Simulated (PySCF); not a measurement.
Structure elucidation problem

Molecular formula: C2H8OSi2. Simulated spectra:

$^{1}$H NMR (600 MHz, computed): δ 7.35 (m, 1H), 7.22 (m, 1H), 5.34 (d, 2H), 4.08 (d, 3H), 0.84 (br s, 1H).

$^{13}$C{$^{1}$H} NMR (computed): δ 164.1 (CH), 150.1 (CH).

[PySCF 2.14.0 with density-fitted response routines: geometry: GFN2-xTB; σ from GIAO-PBE0/pcSseg-1; relativity neglected; fast rotation and ring inversion assumed for equivalent nuclei; single conformer; isolated molecule]

δ = σ(ref) − σ, references computed at the same level: $^{1}$H (σ = 31.72 ppm) and $^{13}$C (σ = 186.93 ppm) against TMS.

Choose the structure that fits.
A. CC(=O)[SiH2][SiH3]
B. O[SiH2]/C=C\[SiH3]
C. O=C([SiH3])C[SiH3]
D. [SiH3]O[C@H]1C[SiH2]1

Answers

B. 

- The formula gives 1 degree of unsaturation (no ring in the answer).
- 2 carbon signals for 2 carbons: no two carbons are equivalent.
- Carbon types of the structure: 2 × CH, leaving 6 H on heteroatoms.
- δC 164.1, 150.1: alkene CH; an sp2 carbon of a C=C bond.
- δH 7.35, 7.22: hydrogen on an alkene CH; attached to an sp2 carbon and in the plane of the double bond.
- δH 5.34: hydrogen on a silicon bonded to C, O.
- δH 4.08: hydrogen on a silicon bonded to C.
- δH 0.84: hydrogen on an oxygen bonded to Si; exchangeable, gas-phase position.

The others: O=C([SiH3])C[SiH3] would give 3 signals for carbon-bound and other non-exchanging H, not 4; [SiH3]O[C@H]1C[SiH2]1 would give 6 signals for carbon-bound and other non-exchanging H, not 4; CC(=O)[SiH2][SiH3] would give 3 signals for carbon-bound and other non-exchanging H, not 4.

OH and NH positions are those of a molecule without intermolecular hydrogen bonds; in solution they move with solvent, concentration and temperature, and exchange usually removes their couplings. Shifts are as computed. Against solution values, carbons near 30 ppm lie about +3 ppm off and those near 130 ppm about +5 ppm. Of 1309 compounds with measured shifts, 239 miss one by over three times the rms of a fit or turn the order of signals round; such compounds aren't used in these exercises. No couplings were computed; multiplicities are counted from neighbouring protons, with m where these are inequivalent, close in shift, in a saturated or five-membered ring or joined by F or P, and br s for small geminal =CH2 splittings.
